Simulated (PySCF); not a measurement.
Species: C₇H₁₂Se.
Atom-mapped SMILES: `[CH2:1]1[CH2:2][CH:3]([C@@H:4]2[CH2:5][CH2:6][Se:7]2)[CH2:8]1` (hydrogens: H9, H10 on C1; H11, H12 on C2; H13 on C3; H14 on C4; H15, H16 on C5; H17, H18 on C6; H19, H20 on C8)

Structure used (PBE0-D3(BJ)/def2-SVP), in Å, numbered top down from 1:
```xyz
20
C7H12Se angstrom
C     -2.3923    0.1091    0.0449
C     -1.5241   -0.9497   -0.6592
C     -0.4161   -0.6736    0.3767
C      1.0245   -0.6957   -0.0593
C      2.0651   -0.0383    0.8560
C      2.9855    0.5687   -0.2041
Se     1.5594    0.4965   -1.5705
C     -1.1164    0.6600    0.7103
H     -2.9727    0.7955   -0.5891
H     -3.0752   -0.3458    0.7789
H     -1.2119   -0.6122   -1.6619
H     -1.9103   -1.9767   -0.7442
H     -0.5184   -1.3727    1.2282
H      1.3184   -1.7197   -0.3414
H      1.5805    0.7649    1.4334
H      2.5532   -0.7216    1.5718
H      3.8164   -0.0891   -0.4967
H      3.3690    1.5776   -0.0019
H     -1.1721    0.9639    1.7665
H     -0.6746    1.4819    0.1244
```

Computed, not measured: PySCF 2.14.0, PBE0-D3(BJ)/def2-SVP geometry optimisation, gas phase.

Masses are those of the commonest isotopes; rigid-rotor values at the optimised geometry. The values belong to one conformer with, in the numbering `[CH2:1]1[CH2:2][CH:3]([C@@H:4]2[CH2:5][CH2:6][Se:7]2)[CH2:8]1`, C2–C3–C4–C5 163°, C8–C1–C2–C3 18°, C1–C2–C3–C4 -143°, C3–C4–C5–C6 -143°, C4–C5–C6–Se7 21°.

**Question.** What are A, B and C (MHz)?

**Answer.** Ia = 185.96, Ib = 532.63, Ic = 620.21 u·Å²; 505379 MHz·u·Å²/I gives A = 2718, B = 948.8, C = 814.9 MHz.

**Question.** Classify the top.

**Answer.** An asymmetric top: κ = (2 × 948.8 − 2718 − 814.9)/(2718 − 814.9) = -0.86.

**Question.** What does the inertial defect say?

**Answer.** Not planar: Δ = Ic − Ia − Ib = -98.39 u·Å². For a rigid frame Δ = −2 Σ m c², so Σ m c² = 49.19 u·Å² lies off the ab plane: 17.11 from hydrogen and 32.09 from heavier atoms. The atom farthest from that plane is 1.83 Å away.

**Question.** Give the other two planar moments, Paa and Pbb, and the rms extents of the mass along the axes.

**Answer.** Paa = Σ m a² = (Ib + Ic − Ia)/2 = 483.44 and Pbb = Σ m b² = (Ia + Ic − Ib)/2 = 136.77 u·Å². With the mass M = 176.01 u, the rms extents √(P/M) along a, b and c are 1.66, 0.88, 0.53 Å.

**Question.** Predict some low-J microwave lines.

**Answer.** The dipole components are |μa| = 0.35 D, |μb| = 1.68 D, |μc| = 0.36 D. The squared components, which scale the intensities, stand as 0.04 : 1.00 : 0.05 (a : b : c). Some lines, for components of 0.1 D or more:

```csv
type,branch,"J(Ka,Kc)",MHz,lower level (cm⁻¹)
b,R,"2(0,2) ← 1(1,1)",1751,0.118
a,R,"2(0,2) ← 1(0,1)",3520,0.059
b,R,"3(0,3) ← 2(1,2)",3620,0.231
a,R,"2(1,1) ← 1(1,0)",3661,0.122
a,R,"3(2,2) ← 2(2,1)",5291,0.421
b,Q,"3(2,2) ← 3(1,3)",5914,0.401
b,R,"3(1,3) ← 2(0,2)",6728,0.176
b,R,"2(2,1) ← 1(1,0)",8968,0.122
c,R,"2(2,0) ← 1(1,0)",8975,0.122
b,R,"2(2,0) ← 1(1,1)",9109,0.118
c,Q,"3(3,1) ← 3(2,1)",9147,0.599
b,Q,"3(3,1) ← 3(2,2)",9183,0.598
b,R,"3(2,2) ← 2(1,1)",10597,0.244
c,R,"3(2,2) ← 2(1,2)",10999,0.231
b,R,"3(3,1) ← 2(2,0)",14467,0.422
c,R,"3(3,0) ← 2(2,0)",14467,0.422
c,R,"3(3,1) ← 2(2,1)",14474,0.421
```

No PBE0-D3(BJ)/def2-SVP frequencies stand behind this structure, so it isn't proved a minimum. Constants of a rigid frame at the computed geometry: no zero-point averaging, no centrifugal distortion.
